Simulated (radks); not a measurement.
Results of a calculation; reference values are marked as such.
Species: Sr28+. Configuration: [Ne] (the NIST ground configuration).

Code: a radial shooting solver on a logarithmic mesh with Libxc functionals. Model: non-relativistic Kohn-Sham, PBE, spin-polarised, spherical densities, point nucleus; relativity is left out, which matters for an element this heavy.

Energy parts (eV):
| part | energy |
|---|---|
| total | -69937.552 |
| kinetic | 69925.966 |
| electron-nucleus | -148079.563 |
| Hartree | 9876.753 |
| exchange-correlation | -1660.709 |

Orbitals (lengths in bohr, moments of r in powers of bohr; r(90%) holds 90 % of the orbital's charge):
orbital  occ.  eigenvalue (eV)  <1/r>  r(90%)       <r^4>
1s          2        -17047.67  37.51  0.0714  0.00001180
2s          2        -3431.981  8.551   0.266    0.002081
2p          6        -3264.874  8.513   0.241    0.001390

The highest occupied level is 2p at -3264.9 eV. The density falls to 0.001 e/bohr^3 at r = 0.61 bohr.
